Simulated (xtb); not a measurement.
C4H14OSi2, charge +1, doublet, from a rough starting geometry (a state made from the parent by changing its charge; the spin is typed, not shown lowest); GFN2-xTB in xtb.

Here is a job for xtb.
```
$ xtb mol.xyz --gfn 2 --chrg 1 --uhf 1 --opt vtight --json

# file mol.xyz
21

C      2.11297226     1.44553091     0.18856654
Si     1.59635774    -0.30744828     0.68607269
C      2.21479191    -1.56086336    -0.50377217
O     -0.04324914    -0.28868565     0.78771724
Si    -1.56989673    -0.09954052     0.63455939
C     -2.02517986     1.70838641     0.02220189
C     -2.39727829    -1.36281918    -0.66870937
H      1.83999274     1.66662898    -0.90619854
H      1.73056543     2.26589095     0.80979407
H      3.22089812     1.58547816     0.16910354
H      1.94804285    -0.54392850     2.13653139
H      1.83940928    -2.56373356    -0.26442871
H      3.31164866    -1.64958070    -0.42655644
H      1.96371404    -1.31743866    -1.52787537
H     -2.18417980    -0.38218797     1.95620101
H     -1.55575170     1.85463624    -0.97237090
H     -3.02221874     1.87675528     0.01617497
H     -1.53148361     2.43873750     0.70513278
H     -2.13289542    -2.35231399    -0.43517495
H     -1.96549261    -1.14090234    -1.71085713
H     -3.42982107    -1.30539368    -0.71111258
```

What the program printed (banner, timings and long lists left out):

```
   ID    Z sym.   atoms
    1    6 C      1, 3, 6, 7
    2   14 Si     2, 5
    3    8 O      4
    4    1 H      8-21

           -------------------------------------------------
          |                Calculation Setup                |
           -------------------------------------------------

           -------------------------------------------------
          |                 G F N 2 - x T B                 |
           -------------------------------------------------

          ...................................................
          :                      SETUP                      :
          :.................................................:
          :  # basis functions                  54          :
          :  # atomic orbitals                  52          :
          :  # shells                           30          :
          :  # electrons                        43          :
          :  max. iterations                   250          :
          :  Hamiltonian                  GFN2-xTB          :
          :  restarted?                      false          :
          :  GBSA solvation                  false          :
          :  PC potential                    false          :
          :  electronic temp.          300.0000000     K    :
          :  accuracy                    1.0000000          :
          :  -> integral cutoff          0.2500000E+02      :
          :  -> integral neglect         0.1000000E-07      :
          :  -> SCF convergence          0.1000000E-05 Eh   :
          :  -> wf. convergence          0.1000000E-03 e    :
          :  Broyden damping             0.4000000          :
          :  net charge                          1          :
          :  unpaired electrons                  1          :
          ...................................................

 iter      E             dE          RMSdq      gap      omega  full diag
   1    -22.9602570 -0.229603E+02  0.592E+00    7.00       0.0  T
   2    -23.0029567 -0.426997E-01  0.398E+00    5.35       1.0  T
   3    -23.0152034 -0.122468E-01  0.316E+00    4.64       1.0  T
   4    -23.0916235 -0.764200E-01  0.181E+00    6.02       1.0  T
   5    -23.0911069  0.516555E-03  0.139E+00    5.90       1.0  T
   6    -23.1230954 -0.319885E-01  0.107E+00    5.90       1.0  T
   7    -23.1229088  0.186649E-03  0.619E-01    6.02       1.0  T
   8    -23.1005334  0.223754E-01  0.119E+00    5.79       1.0  T
   9    -23.1115867 -0.110534E-01  0.973E-01    5.89       1.0  T
  10    -23.1155779 -0.399119E-02  0.772E-01    5.96       1.0  T
  11    -23.1276386 -0.120607E-01  0.242E-01    6.04       1.0  T
  12    -23.1275061  0.132428E-03  0.224E-01    6.05       1.0  T
  13    -23.1282254 -0.719226E-03  0.131E-01    6.04       1.0  T
  14    -23.1283134 -0.880431E-04  0.929E-02    6.05       1.0  T
  15    -23.1284843 -0.170897E-03  0.403E-02    6.06       1.0  T
  16    -23.1284785  0.576525E-05  0.362E-02    6.05       1.0  T
  17    -23.1285114 -0.328405E-04  0.112E-02    6.06       2.0  T
  18    -23.1285126 -0.123807E-05  0.503E-03    6.06       4.3  T
  19    -23.1285129 -0.288223E-06  0.379E-03    6.06       5.8  T
  20    -23.1285131 -0.165001E-06  0.186E-03    6.06      11.7  T
  21    -23.1285131 -0.414086E-07  0.681E-04    6.06      32.0  T
  22    -23.1285131  0.453807E-08  0.626E-04    6.06      34.8  T

   *** convergence criteria satisfied after 22 iterations ***

         :::::::::::::::::::::::::::::::::::::::::::::::::::::
         ::                     SUMMARY                     ::
         :::::::::::::::::::::::::::::::::::::::::::::::::::::
         :: total energy             -22.823399356093 Eh    ::
         :: gradient norm              0.171543241479 Eh/a0 ::
         :: HOMO-LUMO gap              6.058008565490 eV    ::
         ::.................................................::
         :: SCC energy               -23.128395275393 Eh    ::
[...]
 * total energy  :   -22.8498078 Eh     change       -0.3899751E-05 Eh
 * total energy  :   -22.8498122 Eh     change       -0.4329374E-05 Eh
 * total energy  :   -22.8498168 Eh     change       -0.4642109E-05 Eh
 * total energy  :   -22.8498232 Eh     change       -0.6373339E-05 Eh
 * total energy  :   -22.8498273 Eh     change       -0.4079758E-05 Eh
 * total energy  :   -22.8498291 Eh     change       -0.1827522E-05 Eh
 * total energy  :   -22.8498296 Eh     change       -0.4690487E-06 Eh
 * total energy  :   -22.8498299 Eh     change       -0.3319520E-06 Eh
 * total energy  :   -22.8498300 Eh     change       -0.1213976E-06 Eh
 * total energy  :   -22.8498302 Eh     change       -0.1368029E-06 Eh
 * total energy  :   -22.8498303 Eh     change       -0.1305043E-06 Eh
 * total energy  :   -22.8498304 Eh     change       -0.9773909E-07 Eh
   *** GEOMETRY OPTIMIZATION CONVERGED AFTER 27 ITERATIONS ***
         :: total energy             -22.849830377154 Eh    ::
[...]
     2  14 Si       3.465     0.581   100.102    19.449
     3   6 C        3.646    -0.191    24.633     7.132
     4   8 O        1.539    -0.394    20.808     6.154
     5  14 Si       3.465     0.581   100.102    19.449
     6   6 C        3.646    -0.191    24.633     7.132
     7   6 C        3.646    -0.190    24.631     7.132
     8   1 H        0.925     0.092     1.858     2.132
     9   1 H        0.925     0.081     1.969     2.194
    10   1 H        0.925     0.082     1.959     2.189
    11   1 H        0.920    -0.013     3.301     2.841
    12   1 H        0.925     0.081     1.969     2.194
    13   1 H        0.925     0.082     1.959     2.189
    14   1 H        0.925     0.092     1.858     2.132
    15   1 H        0.920    -0.013     3.301     2.841
    16   1 H        0.925     0.092     1.858     2.132
    17   1 H        0.925     0.082     1.959     2.189
    18   1 H        0.925     0.081     1.969     2.194
    19   1 H        0.925     0.081     1.969     2.194
    20   1 H        0.925     0.092     1.858     2.132
    21   1 H        0.925     0.082     1.959     2.189

 Mol. C6AA /au·bohr⁶  :       4112.120364
 Mol. C8AA /au·bohr⁸  :     131866.821168
 Mol. α(0) /au        :        105.321639

Wiberg/Mayer (AO) data.
largest (>0.10) Wiberg bond orders for each atom

 ---------------------------------------------------------------------------
     #   Z sym  total        # sym  WBO       # sym  WBO       # sym  WBO
 ---------------------------------------------------------------------------
     1   6 C    3.909 --    10 H    0.980     9 H    0.972     8 H    0.969
                             2 Si   0.772
     2  14 Si   3.760 --     4 O    1.099    11 H    0.878     3 C    0.772
                             1 C    0.772
     3   6 C    3.909 --    13 H    0.980    12 H    0.972    14 H    0.969
                             2 Si   0.772
     4   8 O    2.430 --     2 Si   1.099     5 Si   1.098
     5  14 Si   3.759 --     4 O    1.098    15 H    0.878     6 C    0.773
                             7 C    0.772
     6   6 C    3.909 --    17 H    0.980    18 H    0.972    16 H    0.969
                             5 Si   0.773
     7   6 C    3.909 --    21 H    0.980    19 H    0.972    20 H    0.969
                             5 Si   0.772
     8   1 H    0.991 --     1 C    0.969
     9   1 H    0.990 --     1 C    0.972
    10   1 H    0.991 --     1 C    0.980
    11   1 H    1.000 --     2 Si   0.878
    12   1 H    0.990 --     3 C    0.972
    13   1 H    0.991 --     3 C    0.980
    14   1 H    0.991 --     3 C    0.969
    15   1 H    1.000 --     5 Si   0.878
    16   1 H    0.991 --     6 C    0.969
    17   1 H    0.991 --     6 C    0.980
    18   1 H    0.990 --     6 C    0.972
    19   1 H    0.990 --     7 C    0.972
    20   1 H    0.991 --     7 C    0.969
    21   1 H    0.991 --     7 C    0.980
 ---------------------------------------------------------------------------

Topologies differ in total number of bonds
Writing topology from bond orders to xtbtopo.mol

molecular dipole:
                 x           y           z       tot (Debye)
 q only:       -0.027      -0.112       0.479
   full:       -0.019      -0.071       0.300       0.785
molecular quadrupole (traceless):
                xx          xy          yy          xz          yz          zz
 q only:       13.620      -1.006      -4.939       0.682       0.858      -8.681
  q+dip:       13.110      -0.984      -5.225       0.634       0.599      -7.885
   full:       14.671      -1.030      -4.075       0.806       1.527     -10.596

optimized geometry written to: xtbopt.xyz

           -------------------------------------------------
          | TOTAL ENERGY              -22.849830377154 Eh   |
          | GRADIENT NORM               0.000078853015 Eh/α |
          | HOMO-LUMO GAP               5.664956651501 eV   |
           -------------------------------------------------
```
